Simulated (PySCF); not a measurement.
Ta(O)(F)3, SMILES [O]=[Ta]([F])([F])[F] (F3OTa), B3LYP/def2-SVP optimised geometry. Atoms within 1.6 Å of the plane z = 0.0 Å (x, y, z in Å): Ta1 (-0.59, -0.87, 0.00), O2 (-1.09, -1.61, -1.47), F3 (-1.28, -1.91, 1.41), F4 (-1.29, 0.87, 0.00), F5 (1.29, -0.87, 0.00).

Level of theory: PySCF 2.14.0 with B3LYP/def2-TZVP, def2 effective core potentials past Kr. The core electrons that the potentials of Ta replace are not part of the density. Cells within 0.4 Å of a nucleus heavier than hydrogen are left out (blank, or x).

Map of the electron localisation function on the plane z = 0.0 Å:

```
|00000000000000000000000000000|
|00000000000000000000000000000|
|00000000000000000000000000000|
|00000000000000000000000000000|
|00000000000000000000000000000|
|00000001121110000000000000000|
|00000123444321000000000000000|
|00001246777642100000000000000|
|00012478999864200000000000000|
|000136899x9975200000000000000|
|00024799xxx985200000000000000|
|00024799xxx985200000100000000|
|000136899x9862000012221000000|
|00012478887411000245543100000|
|00001245432233101577765310000|
|00000011126898512789987420000|
|000000002898x982389x998631000|
|00000000599xxx9349xxx99631000|
|00000000599xxx9349xxx99631000|
|000000002898x982389x998631000|
|00000000137999612789987420000|
|00000000012465201577765310000|
|00000000000110001345543100000|
|00000000000000000122221000000|
|00000000000000000000000000000|
|00000000000000000000000000000|
|00000000000000000000000000000|
|00000000000000000000000000000|
|00000000000000000000000000000|
```
Scale: ten equal steps from 0.000 (start of '0') to 0.888 (end of '9'), in the order '0123456789'; x runs from -3.50 to 3.50, y from -3.50 (bottom) to 3.50 (top).
